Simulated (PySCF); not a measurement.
C7H9N.
Structure used (GFN2-xTB), in Å, numbered top down from 1:
```
atom  x, y, z in Å
C1    -1.0231    2.3404    0.1728
C2    -0.6781    1.4028   -0.4904
C3    -0.3227    0.2353   -1.2239
C4    -0.8299   -1.1179   -0.7234
N5    -1.6409   -1.2379    0.4447
C6     0.6212   -0.7805   -0.5937
C7     1.2187   -0.5270    0.7416
C8     2.1202    0.4096    0.9745
H9    -1.3032    3.1882    0.7226
H10   -0.2503    0.3880   -2.2949
H11   -1.1177   -1.8357   -1.4841
H12   -1.3733   -0.5355    1.1274
H13   -2.6201   -1.0971    0.2189
H14    1.2988   -1.2687   -1.2869
H15    0.8798   -1.1781    1.5377
H16    2.4666    1.0688    0.1956
H17    2.5469    0.5573    1.9516
```

Computed, not measured: CAM-B3LYP/def2-SVPD in PySCF (dipole) on a GFN2-xTB geometry, gas phase.

Masses are those of the commonest isotopes; rigid-rotor values at the optimised geometry. The values belong to one conformer with, in the numbering `[CH:1]#[C:2][C@@H:3]1[C@H:4]([NH2:5])[C@@H:6]1[CH:7]=[CH2:8]`, C3–C4–N5–H -34° and 85°, C4–C6–C7–C8 -141°.

Task: What are A, B and C (cm⁻¹)?

Result: Ia = 214.68, Ib = 236.98, Ic = 340.14 u·Å²; 505379 MHz·u·Å²/I gives 2354, 2133 and 1486 MHz, that is A = 0.07852, B = 0.07114, C = 0.04956 cm⁻¹.

Task: What kind of rotor is it?

Result: An asymmetric top; Ray's κ = 0.490.

Task: What does the inertial defect say?

Result: Not planar: Δ = Ic − Ia − Ib = -111.52 u·Å². For a rigid frame Δ = −2 Σ m c², so Σ m c² = 55.76 u·Å² lies off the ab plane: 15.36 from hydrogen and 40.40 from heavier atoms. The atom farthest from that plane is 2.07 Å away.

Task: Give the other two planar moments, Paa and Pbb, and the rms extents of the mass along the axes.

Result: Paa = Σ m a² = (Ib + Ic − Ia)/2 = 181.22 and Pbb = Σ m b² = (Ia + Ic − Ib)/2 = 158.92 u·Å². With the mass M = 107.07 u, the rms extents √(P/M) along a, b and c are 1.30, 1.22, 0.72 Å.

Task: Predict some low-J microwave lines.

Result: The dipole components are |μa| = 0.34 D, |μb| = 0.29 D, |μc| = 0.55 D. Intensities carry the squares of the components, which stand as 0.39 : 0.28 : 1.00 (a : b : c). Some lines, for components of 0.1 D or more:

```
type  branch         J(Ka,Kc)    MHz  lower level (cm⁻¹)
   a       Q  2(2,0) ← 2(2,1)    473               0.435
   b       Q  5(4,1) ← 5(3,2)   2127               2.108
   b       Q  4(4,0) ← 4(3,1)   2325               1.439
   a       Q  5(2,3) ← 5(2,4)   5062               1.836
   a       Q  4(1,3) ← 4(1,4)   5189               1.091
   c       R  2(2,0) ← 1(1,0)   9021               0.150
   b       R  3(0,3) ← 2(1,2)   9638               0.348
   a       R  3(1,3) ← 2(1,2)   9645               0.348
   a       R  3(0,3) ← 2(0,2)   9686               0.346
   a       R  3(1,2) ← 2(1,1)  11294               0.413
   c       R  3(3,0) ← 2(2,0)  13638               0.451
   a       R  4(3,2) ← 3(3,1)  15020               0.896
   b       R  4(4,0) ← 3(3,1)  18623               0.896
   b       R  5(3,3) ← 4(2,2)  19005               1.376
   a       R  5(4,2) ← 4(4,1)  19090               1.512
   b       R  4(3,1) ← 3(2,2)  19263               0.797
   c       R  5(3,3) ← 4(2,3)  22326               1.266
   c       R  5(5,0) ← 4(4,0)  23059               1.517
   b       R  5(5,0) ← 4(4,1)  23214               1.512
   b       R  5(3,2) ← 4(2,3)  25241               1.266
```

Task: Estimate the classical rotational partition function at 10 K, 50 K and 100 K.

Result: Point group C1, symmetry number σ = 1; q = (√π/σ)·√((kT/h)³/(ABC)), k/h = 20836.6 MHz/K: 1950 at 10 K, 21800 at 50 K, 61700 at 100 K.

Stationary, but not proved a minimum. Zero-point vibration and centrifugal distortion are left out. A rigid rotor knows nothing of inversion at nitrogen, which can split or shift real lines. Quadrupole hyperfine structure (14N) is left out.
